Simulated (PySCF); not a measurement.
An unknown gives this computed stick spectrum. Theory: TDDFT CAM-B3LYP/def2-SVPD, vertical, gas phase, core orbitals frozen in the response in PySCF 2.14.0, density-fitted response routines. Geometries: PBE0-D3(BJ)/def2-SVP, one conformer each.

```
state  λ (nm)       f
   S1   146.6  0.0015
   S2   143.5  0.0061
   S3   141.2  0.0033
   S4   140.7  0.0089
   S5   137.7   0.020
   S6   136.4  0.0044
   S7   135.9  0.0067
   S8   135.1   0.035
   S9   134.5   0.011
  S10   133.7  0.0022
```

Triplets computed (Tamm–Dancoff): 8.16, 8.41, 8.45, 8.62 eV.

Question: Which structure fits? All have the formula C7H14.
A. `CCC1CCCC1`
B. `CC(C)(C)C1CC1`
C. `CCCCC1CC1`

Answer: A. Its S1, at 8.45 eV, is the highest among the candidates; the nearest of the others has S1 at 7.89 eV. S1 is HOMO→LUMO (82%). Löwdin shares by element: HOMO carbon 42% or more, hydrogen 12% or more (atoms not listed hold the other 46%); LUMO carbon 32% or more (atoms not listed hold the other 68%). At the same level the other candidates give, for their lowest levels:
- `CC(C)(C)C1CC1`: 158 nm (f 0.000); 153 nm (f 0.000); 149 nm (f 0.000); 146 nm (f 0.025); 146 nm (f 0.005); T1 7.70 eV; HOMO -9.30, LUMO 1.38 eV
- `CCCCC1CC1`: 157 nm (f 0.005); 152 nm (f 0.004); 151 nm (f 0.009); 148 nm (f 0.019); 146 nm (f 0.008); T1 7.72 eV; HOMO -9.26, LUMO 1.51 eV
